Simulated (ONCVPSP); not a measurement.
lutetium, ONCV: configuration errors across variants

| Property | Result |
| --- | --- |
| Element | Lu (Z = 71) |
| Generator | ONCVPSP 4.0.1 |
| Type | optimised norm-conserving Vanderbilt (ONCV) |
| Functional | LDA (Perdew-Wang 92) |
| Relativity | fully relativistic |
| Frozen core | [Kr] 4d10 |
| Valence charge | 25 |
| Reference configuration | 4f14 5s2 5p6 5d1 6s2 |
| Partial waves | 5s+6s: rc 2.10 bohr, ncon 4, nbas 7, qcut 4.6 1/bohr, 2 projectors; 5p: rc 2.30 bohr, ncon 3, nbas 8, qcut 5.9 1/bohr, 2 projectors, debl 3.9 Ha; 5d: rc 2.40 bohr, ncon 3, nbas 7, qcut 3.4 1/bohr, 1 projector; 4f: rc 1.10 bohr, ncon 5, nbas 10, qcut 17.1 1/bohr, 2 projectors, debl 2 Ha |
| Local potential | polynomial inside 1.10 bohr (lpopt 4, dvloc0 3 Ha) |
| Core correction | none |

Open shells are filled in proportion to 2j + 1.

All-electron excitation energies from the reference (eV): (1) 4f14 5s2 5p6 5d1 6s1 7.577; (2) 4f14 5s2 5p6 5d1 6s0 21.142; (3) 4f14 5s2 5p6 5d0 6s2 5.492.

1 further variants failed, have other tests or too few solved ones, and are left out.

Errors AE − PS in meV (a dash: test not solved or not reliable):

| change | (1) | (2) | (3) | bound ghosts | GHOST(+) flags above zero |
| --- | --- | --- | --- | --- | --- |
| base | +0.5 | -2.4 | +10.0 | none | d5/2, d3/2 |
| f: rc 0.98; local potential polynomial inside 0.98 bohr (lpopt 4, dvloc0 3 Ha) | +0.5 | -2.2 | +10.0 | none | s, d5/2, d3/2 |
| f: rc 1.04; local potential polynomial inside 1.04 bohr (lpopt 4, dvloc0 3 Ha) | +0.5 | -2.3 | +10.0 | none | s, d5/2, d3/2 |
| local potential polynomial inside 1.05 bohr (lpopt 4, dvloc0 1 Ha) | +0.5 | -2.4 | +10 | none | s, d5/2, d3/2 |
| core correction Teter function, fcfact 4, rcfact 1.1 | +0.4 | -2.7 | +9.9 | none | d5/2, d3/2 |
| d: ncon 4, nbas 8 | +0.8 | -0.4 | +6.7 | none | d5/2, d3/2 |

Q: Give the same row for: s: qcut 3.7.

A: +0.4, -2.7, +9.8; bound ghosts: none; GHOST(+) flags above zero: s, d5/2, d3/2.
